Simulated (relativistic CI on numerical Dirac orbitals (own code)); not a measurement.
# Ni⁷⁺: computed level list

Method of calculation: Dirac-Coulomb-Breit CI, separate exchange-only KLI orbitals for each configuration, a model potential for QED, unscaled Slater integrals (own radial code, finite nucleus).

Configuration list (outside the closed core [Ne]): 3s²3p⁶3d³, 3s²3p⁵3d⁴, 3s²3p⁶3d²4s, 3s3p⁶3d⁴, 3s²3p⁶3d²4p, 3s²3p⁶3d²4d, 3s²3p⁶3d4s4p, 3s²3p⁶3d²4f, 3s²3p⁶3d²5s, 3s²3p⁶3d²5p, 3s²3p⁶3d4p4d, 3s²3p⁶3d4s², 3s²3p⁶4s²4p, 3s²3p⁶4s²4d, 3s²3p⁶4s²4f, 3p⁶3d⁵, 3p⁵3d⁶, 3s²3p⁶3d4p², 3s²3p⁶4s4p², 3s²3p⁶4p³, 3s²3p⁶4p²4d, 3s²3p⁶4p²4f, 3s²3p⁶3d4s4d, 3s²3p⁶4s4p4d, 3s²3p⁶4s4d², 3s²3p⁶4s4d4f. Double excitations out of closed p, d and f shells are left out; levels of such configurations are missing from the list, as are those of other unlisted configurations, and high levels can miss mixing partners.

The lowest level is 3s²3p⁶3d³ ⁴F3/2, with 100 % of that term; Hund's rules for 3s²3p⁶3d³ give ⁴F with J = 3/2, in agreement.

```tsv
No.	Configuration	Term	J	E (cm⁻¹)	%	Landé g	Lifetime (s)
1	3s²3p⁶3d³	⁴F	3/2	0	100	0.399	
2	3s²3p⁶3d³	⁴F	5/2	919	100	1.028	2.99e+01
3	3s²3p⁶3d³	⁴F	7/2	2120	100	1.237	1.34e+01
4	3s²3p⁶3d³	⁴F	9/2	3543	99	1.332	1.29e+01
5	3s²3p⁶3d³	⁴P	1/2	25950	98	2.642	5.06e+00
6	3s²3p⁶3d³	⁴P	3/2	26261	96	1.718	4.90e+00
7	3s²3p⁶3d³	⁴P	5/2	27501	99	1.599	4.79e+00
8	3s²3p⁶3d³	²G	7/2	28133	100	0.889	4.90e-01
9	3s²3p⁶3d³	²G	9/2	29300	96	1.105	2.94e-01
10	3s²3p⁶3d³	²D	3/2	36567	49	1.082	1.74e-01
11	3s²3p⁶3d³	²P	1/2	37332	98	0.693	6.15e-01
12	3s²3p⁶3d³	²H	9/2	38831	96	0.915	7.25e-01
13	3s²3p⁶3d³	²H	11/2	39589	100	1.090	2.12e+00
14	3s²3p⁶3d³	²D	5/2	40079	99	1.201	1.86e-01
15	3s²3p⁶3d³	²D	3/2	40719	50	1.065	1.79e-01
16	3s²3p⁶3d³	²F	7/2	63252	100	1.142	2.88e-01
17	3s²3p⁶3d³	²F	5/2	63910	99	0.857	3.99e-01
18	3s²3p⁶3d³	²D	5/2	99500	99	1.199	1.94e-02
19	3s²3p⁶3d³	²D	3/2	100056	100	0.799	1.97e-02
20	3p⁵3d⁴(5D)	⁶D°	9/2	449717	98	1.553	2.16e-07
21	3p⁵3d⁴(5D)	⁶D°	7/2	450319	97	1.585	1.40e-07
22	3p⁵3d⁴(5D)	⁶D°	5/2	451269	97	1.655	5.12e-08
23	3p⁵3d⁴(5D)	⁶D°	3/2	452285	98	1.863	2.83e-08
24	3p⁵3d⁴(5D)	⁶D°	1/2	453071	99	3.320	2.06e-08
25	3d²(3F)4s	⁴F	3/2	468372	100	0.399	1.79e-06
26	3d²(3F)4s	⁴F	5/2	469267	99	1.026	1.77e-06
27	3d²(3F)4s	⁴F	7/2	470610	99	1.237	1.77e-06
28	3d²(3F)4s	⁴F	9/2	472332	100	1.333	1.78e-06
29	3d²(3F)4s	²F	5/2	477808	98	0.859	1.09e-06
30	3d²(3F)4s	²F	7/2	480461	99	1.143	1.09e-06
31	3p⁵3d⁴(5D)	⁶F°	11/2	480842	100	1.454	1.04e-06
32	3p⁵3d⁴(5D)	⁶F°	9/2	484653	96	1.434	5.07e-08
33	3p⁵3d⁴(5D)	⁶F°	7/2	487545	93	1.397	3.74e-08
34	3p⁵3d⁴(5D)	⁶F°	5/2	489585	87	1.320	2.35e-08
35	3p⁵3d⁴(5D)	⁶F°	3/2	490797	79	1.097	1.31e-08
36	3p⁵3d⁴(5D)	⁶F°	1/2	491320	71	-0.465	8.85e-09
37	3d²(1D)4s	²D	5/2	496114	73	1.305	1.43e-06
38	3d²(1D)4s	²D	3/2	496602	82	0.954	1.42e-06
39	3p⁵3d⁴(3F)	⁴D°	7/2	497233	85	1.446	5.88e-09
40	3d²(3P)4s	⁴P	1/2	497390	100	2.666	1.47e-06
41	3p⁵3d⁴(3F)	⁴D°	5/2	497567	81	1.387	3.98e-09
42	3p⁵3d⁴(3F)	⁴D°	3/2	498261	70	1.259	3.41e-09
43	3d²(3P)4s	⁴P	3/2	498265	84	1.589	1.46e-06
44	3p⁵3d⁴(3F)	⁴D°	1/2	499158	72	-0.176	2.75e-09
45	3d²(3P)4s	⁴P	5/2	499849	73	1.493	1.45e-06
```

Energies count from the lowest computed level; ° marks odd parity; lifetimes are radiative, by E1, M1, E2 decay to levels of this space only. Percentages are summed over parent terms; the parents shown are those of the largest component, closed shells are left out there.

The mean weight of the leading LS term, summed over parents, in these 45 levels is 91 %, and that of the leading jj configuration (from the same eigenvectors) 54 %, so LS coupling describes them better.

At this charge configurations can still be misplaced by up to about 7 % of their energy. Terms inside the open d or f shell come out 10 to 20 % too wide with unscaled integrals. 14 of the 17 excited levels that our extract of the measured tables holds in this range could be paired (the sources list more); they are missed by 1979 cm⁻¹ on average and 4011 at most, and levels without a partner can miss by more. Some levels of the ground configuration have no partner and can miss by 10 % or more.

Landé's interval rule says that E(J) − E(J−1) = AJ with one A. For the ground term the intervals give A = 367.6, 343.2, 316.2 cm⁻¹ for J = 5/2, 7/2, 9/2; the multiplet is regular.

LS names give the leading component of a level, which can be under half, so a name can repeat, a term be missing and a line seem to break the LS rules.
